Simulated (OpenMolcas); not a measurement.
## Ag2+: moving the ligands

Ag2+ with 6 ligands (fluoride) in trigonal prismatic coordination (D3h) at 2.25 Å, a polar angle of 50.6° against the regular 49.1°. A charge of +0.667 e stands 2.6 Å behind each ligand. Ligand basis ANO-RCC-VDZP.

* Program: OpenMolcas 26.06
* Method: SS-CASPT2, IPEA 0.25 Eh, imaginary shift 0.1 Eh (closed shells correlated: 4s 4p and the ligand valence shells)
* Basis: ANO-RCC-VDZP [6s5p3d1f]
* Scalar Hamiltonian: DKH2, point nucleus
* Active space: 9 electrons in 5 orbitals (4d)
* State averaging: 2S+1 = 2 even, 5 roots
* Spin-orbit coupling: state interaction with AMFI integrals over the reference wave functions

Runs around this geometry, states (labels of D3, the rotations of D3h). Energies in cm-1 above the lowest state or level, χT in cm3 K/mol.

```json
{"R (Å)": "2.25", "Polar angle / regular": "0.968", "Ground state": "2E", "First state of that spin": "2A1 6800", "First gap with spin-orbit (degeneracies)": "1380 (2, 2)", "χT at 300 K": "0.609"}
{"R (Å)": "2.11", "Polar angle / regular": "1.03", "Ground state": "2E", "First state of that spin": "2E 8140", "First gap with spin-orbit (degeneracies)": "1550 (2, 2)", "χT at 300 K": "0.555"}
{"R (Å)": "2.25", "Polar angle / regular": "1.03", "Ground state": "2E", "First state of that spin": "2E 5920", "First gap with spin-orbit (degeneracies)": "1420 (2, 2)", "χT at 300 K": "0.608"}
{"R (Å)": "2.33", "Polar angle / regular": "1.03", "Ground state": "2E", "First state of that spin": "2E 5000", "First gap with spin-orbit (degeneracies)": "1330 (2, 2)", "χT at 300 K": "0.641"}
```

Taking the first state of the same spin as R^-n, n = -ln(5000 / 8140) / ln(2.33 / 2.11) = 4.9 between the shortest and longest distance.

Roots that are degenerate in the reference are averaged as groups; the widest CASPT2 spread within a group is 110 cm-1 (the 2-fold group of multiplicity 2 near 5920 cm-1 above the lowest state of its run, R = 2.25, ratio = 1.03). Shifts and gaps below about the spread of the groups concerned are not significant. Over all roots computed the reference weight is 0.71 in R = 2.25 in ratio = 0.968, 0.71 in R = 2.11 in ratio = 1.03, 0.71 in R = 2.25 in ratio = 1.03, 0.70 to 0.71 in R = 2.33 in ratio = 1.03; a low but even weight reflects the number of correlated electrons. An orbital doublet at a regular site is open to a Jahn-Teller distortion, which this geometry leaves out. Ligand-to-metal charge-transfer states are missing. Free-ion shares, where given, are those of the reference states; single-state CASPT2 does not remix them. No measured value stands beside these numbers; the geometry is a model, was not optimised and need not be the one that this ion takes.
